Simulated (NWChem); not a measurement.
Molecule: BeGeH₄Se; SMILES [GeH3][Be][SeH]

```xyz
7

Be    -0.0063     0.0983    -0.0003
Se    -0.0298     2.1392     0.0000
H      1.4450     2.1464     0.0001
Ge    -0.0110    -2.1001     0.0000
H      0.6574    -2.6990    -1.2568
H      0.7312    -2.6980     1.2152
H     -1.4443    -2.6752     0.0432
```
Atoms are numbered in this order, from 1.

Results from NWChem. The geometry was optimised at PBE0/def2-SVP. Total energies compare along this basis series because the functional is fixed.

```tsv
level	basis functions	energy (Ha)	highest occupied level (eV)	orbital gap (eV)	dipole (D)
Hartree-Fock/def2-SVP	93	-4491.6346	-9.85	11.20	0.73
Hartree-Fock/def2-SVPD	123	-4491.6389	-9.88	10.96	0.58
Hartree-Fock/def2-TZVP	139	-4492.2133	-9.88	11.24	0.60
Hartree-Fock/def2-TZVPP	171	-4492.2143	-9.88	11.25	0.59
```
